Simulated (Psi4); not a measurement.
Pair of molecules, SMILES P with SMILES [AsH3] (the first has 4 atoms); geometry from B3LYP-D3(BJ)/def2-TZVP, rigid monomers moved along the line of their centres of mass till P1···As5 is 6.55 Å.
(charge 0, multiplicity 1):
```xyz
8

P     -0.552     0.177     0.274
H      0.716    -0.456     0.256
H     -1.264    -1.048     0.245
H     -0.594     0.343    -1.135
As    -0.390    -0.513     6.790
H     -1.754     0.165     6.827
H      0.343     0.821     6.848
H     -0.355    -0.673     8.308
```

Calculation: SAPT0/aug-cc-pVDZ in Psi4.

Q: Which attractive term is largest, and how does the interaction split up?

A: electrostatics -0.05, exchange 0.00, induction 0.00, dispersion -0.07, total -0.11 kcal/mol; the largest attraction is dispersion.
